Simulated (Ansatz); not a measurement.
A made-up structure of BH$_{3}$S$_{2}$O, singlet:

```
7
angstrom
O -2.1556 0.5017 -0.2526
S 0.4646 -0.1056 -0.0912
B -1.1592 -0.8199 -0.1213
S 1.8886 -1.1934 -0.0143
H -2.4177 0.7553 0.6389
H 0.5866 1.2483 -0.1319
H 2.8078 -0.2168 -0.0328
```

It is relaxed with PBE-D4/def2-SVP and then PBE0-D4/def2-TZVP (Ansatz 0.2.0). Atoms count as bonded within 1.22 times the sum of their covalent radii (H–H: 0.88 Å). The end point is not checked to be a true minimum.

Task: Does its bonding change? (Judge from chemistry; the calculation decides.)

Result: Computed: Yes. Formed: none; broken: S2–B3.

Where it ends: The first stage lowers the energy by 3.82 eV in 36 steps. It ends as a complex of H₂S₂ ([SH][SH]) + BHO ([B][OH]):
```xyz
7
angstrom
O -2.3274 -0.5723 0.0486
S 1.3345 1.3263 -0.0366
B -1.5220 -0.1583 0.9781
S 1.3610 -0.5975 -0.7351
H -3.2748 -0.3982 0.0828
H 2.4586 1.7496 -0.6493
H 1.9853 -1.1798 0.3063
```

Labels in which every atom is bracketed show which atoms are joined, not bond orders.

For scale, one of the runs: PBE0-D4/def2-TZVP relaxation, 154 basis functions, launched by `ansatz run in.yaml --threads 2 --pin off --events-out ev --progress --plain --max-ram 4352MiB`. The run took about 44 s on 2 CPU threads of an Arm Neoverse V1 (shared host).
